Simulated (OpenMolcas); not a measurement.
An atom or ion with 21 electrons was computed by MS-CASPT2, IPEA 0.25 Eh, imaginary shift 0.1 Eh with spin-orbit coupling (OpenMolcas, ANO-RCC-VTZP, DKH2). The lowest levels that the run gave, each within 12 % of the measured value where one is at hand:

```tsv
J	Parity	E (cm⁻¹)	g
3/2	even	0.0	0.399
5/2	even	376	1.029
7/2	even	886	1.239
9/2	even	1514	1.334
1/2	even	16860	2.657
3/2	even	17020	1.728
5/2	even	17480	1.601
7/2	even	18040	0.889
9/2	even	18580	1.110
3/2	even	23280	1.191
1/2	even	23330	0.679
3/2	even	25170	0.949
```

Q: Which ion is it, and what are the configurations and terms?

A: Mn⁴⁺ (Z = 25, charge +4; active space 3 electrons in 10 orbitals (3d 4d)). J, parity and g give the terms where levels are pure, and mixed ones are named by the computed weights; the size of the splittings, set against known spectra of the 21-electron sequence, gives the charge. In order, with the measured energies in cm⁻¹ (Corliss and Sugar, J. Phys. Chem. Ref. Data 6, 1253 (1977)): 3d³ ⁴F_3/2, 3d³ ⁴F_5/2 (359), 3d³ ⁴F_7/2 (835), 3d³ ⁴F_9/2 (1412), 3d³ ⁴P_1/2 (16434), 3d³ ⁴P_3/2 (16595), 3d³ ⁴P_5/2 (17049), 3d³ ²G_7/2 (17892), 3d³ ²G_9/2 (18399), 3d³ ²P_3/2 [71 %] (22919), 3d³ ²P_1/2 (23082), 3d³ ²D_3/2(1) [72 %] (24670).

CASPT2 does not keep the components of a term degenerate, so their means are used; among the terms shown or strongly mixed into the levels shown the widest spread is 1100 cm-1 (3d³ ⁴F). Active for correlation alone: 4d; no level in the range computed is led by a configuration that fills it, so any true level of that kind is missing. Measured partners are found by configuration, term and J. A level has none where our copy of the source lacks it or the pairing is in doubt (some pairs that miss far off the trend of their configuration count as doubtful), and it then counts in no deviation. Only configurations of the active space appear.

A share in square brackets marks a mixed level and gives the weight of the term that names it. A number in round brackets counts repeated terms of one configuration in the order of the reference energies.
